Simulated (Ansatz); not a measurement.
Born–Oppenheimer molecular dynamics of H$_{2}$O$_{3}$Si (6 atoms, charge 0, multiplicity 1). It starts from a relaxed structure.

All numbers below come from RKS PBE0-D4/def2-SVP (Ansatz 0.2.0).

```json
{
  "ensemble": "NVE (velocity Verlet)",
  "time step": "0.5 fs",
  "steps asked": "300",
  "starting velocities drawn for": "200 K",
  "seed": "461058"
}
```

Frames 1 fs apart, positions in Å.

Velocities at 90.0 fs (Å/ps):

```
O 2.10 0.47 1.60
Si -1.35 -1.34 -2.82
O 0.37 -0.96 2.64
O 1.32 2.42 1.12
H -17.80 15.18 -1.89
H -4.44 -8.70 -4.52
```

```xyz
6
Properties=species:S:1:pos:R:3 time_fs=90.0 energy_less_start_eV=0.032 T=139
O -0.362 -1.665 1.102
Si -0.196 -0.385 0.286
O 1.145 0.237 -0.449
O -1.381 0.684 -0.024
H 1.922 -0.309 -0.336
H -1.271 1.352 -0.701
6
Properties=species:S:1:pos:R:3 time_fs=91.0 energy_less_start_eV=0.054 T=96
O -0.360 -1.665 1.104
Si -0.197 -0.386 0.283
O 1.145 0.237 -0.447
O -1.380 0.686 -0.023
H 1.908 -0.295 -0.338
H -1.275 1.344 -0.706
6
Properties=species:S:1:pos:R:3 time_fs=92.0 energy_less_start_eV=0.061 T=84
O -0.358 -1.664 1.105
Si -0.199 -0.388 0.280
O 1.144 0.236 -0.444
O -1.379 0.688 -0.021
H 1.907 -0.290 -0.339
H -1.277 1.340 -0.713
6
Properties=species:S:1:pos:R:3 time_fs=93.0 energy_less_start_eV=0.039 T=126
O -0.355 -1.663 1.106
Si -0.200 -0.389 0.277
O 1.142 0.236 -0.441
O -1.378 0.690 -0.020
H 1.920 -0.294 -0.338
H -1.277 1.337 -0.722
6
Properties=species:S:1:pos:R:3 time_fs=94.0 energy_less_start_eV=0.032 T=138
O -0.353 -1.662 1.107
Si -0.201 -0.390 0.275
O 1.140 0.236 -0.438
O -1.377 0.692 -0.019
H 1.942 -0.303 -0.337
H -1.275 1.336 -0.731
6
Properties=species:S:1:pos:R:3 time_fs=95.0 energy_less_start_eV=0.053 T=100
O -0.350 -1.661 1.108
Si -0.203 -0.392 0.272
O 1.137 0.235 -0.436
O -1.377 0.694 -0.018
H 1.961 -0.310 -0.336
H -1.272 1.334 -0.738
6
Properties=species:S:1:pos:R:3 time_fs=96.0 energy_less_start_eV=0.065 T=76
O -0.347 -1.659 1.109
Si -0.204 -0.393 0.270
O 1.136 0.234 -0.433
O -1.376 0.696 -0.017
H 1.969 -0.310 -0.336
H -1.269 1.330 -0.741
6
Properties=species:S:1:pos:R:3 time_fs=97.0 energy_less_start_eV=0.051 T=102
O -0.344 -1.658 1.110
Si -0.206 -0.394 0.267
O 1.135 0.233 -0.430
O -1.375 0.698 -0.016
H 1.964 -0.302 -0.338
H -1.264 1.324 -0.741
6
Properties=species:S:1:pos:R:3 time_fs=98.0 energy_less_start_eV=0.035 T=133
O -0.341 -1.656 1.110
Si -0.207 -0.395 0.265
O 1.135 0.231 -0.427
O -1.375 0.700 -0.015
H 1.949 -0.288 -0.341
H -1.259 1.318 -0.740
6
Properties=species:S:1:pos:R:3 time_fs=99.0 energy_less_start_eV=0.047 T=110
O -0.339 -1.655 1.111
Si -0.209 -0.397 0.263
O 1.135 0.229 -0.424
O -1.375 0.702 -0.015
H 1.931 -0.273 -0.344
H -1.252 1.314 -0.738
6
Properties=species:S:1:pos:R:3 time_fs=100.0 energy_less_start_eV=0.070 T=67
O -0.336 -1.653 1.111
Si -0.210 -0.398 0.261
O 1.135 0.227 -0.422
O -1.375 0.703 -0.014
H 1.922 -0.263 -0.346
H -1.244 1.313 -0.739
6
Properties=species:S:1:pos:R:3 time_fs=101.0 energy_less_start_eV=0.061 T=84
O -0.333 -1.651 1.111
Si -0.212 -0.399 0.259
O 1.133 0.226 -0.419
O -1.375 0.705 -0.014
H 1.928 -0.263 -0.347
H -1.235 1.315 -0.741
```

Of the whole run (150 fs, mean temperature of the second half 100 K): The conserved energy stayed within 0.21 meV per atom of its start (net change 0.058 meV per atom), so the integration is sound. The temperature averaged 0.50 of the 200 K drawn at the start: a run that starts near a minimum puts about half its kinetic energy into the potential. A run of 0.15 ps of so small a system gives no equilibrium averages.

Time of the run: 7.1 min on 1 thread of Arm Neoverse V1 (shared host), peak memory 0.11 GiB.
